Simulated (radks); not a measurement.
The numbers below are computed, except where a source is named.
Ionisation of the lanthanum ion La2+, [Xe] 5d1, to [Xe] as the strength of local exchange is varied. Level of theory: scalar-relativistic Kohn-Sham, Slater X-alpha exchange (alpha = 2/3 is LDA exchange), no correlation, spin-polarised, spherical densities, point nucleus; open shells are filled with parallel spins first (spin-orbit coupling, left out, can overturn this in heavy ions) (a radial shooting solver on a logarithmic mesh with Libxc functionals).

| alpha | E(La2+) (hartree) | exchange (hartree) | IE (eV) | -e of the level emptied (eV) | <r> of it (bohr) |
|---|---|---|---|---|---|
| 0.631 | -8470.5864 | -180.4421 | 17.680 | 13.711 (5d) | 2.678 |
| 0.641 | -8473.4551 | -183.3593 | 17.794 | 13.817 (5d) | 2.668 |
| 0.667 | -8480.9179 | -190.9524 | 18.092 | 14.096 (5d) | 2.643 |
| 0.685 | -8486.0880 | -196.2163 | 18.301 | 14.291 (5d) | 2.626 |
| 0.822 | -8525.5342 | -236.4704 | 19.942 | 15.836 (5d) | 2.506 |
| 0.918 | -8553.2761 | -264.8778 | 21.145 | 16.979 (5d) | 2.431 |
| 0.996 | -8575.8776 | -288.0803 | 22.156 | 17.943 (5d) | 2.374 |

NIST Atomic Spectra Database: 19.177 eV (measured). The Delta-SCF value meets it near alpha = 0.76. Open shells are spherical and high-spin; term and fine-structure splittings are not resolved. Spin-orbit splitting is averaged out at the scalar-relativistic level.
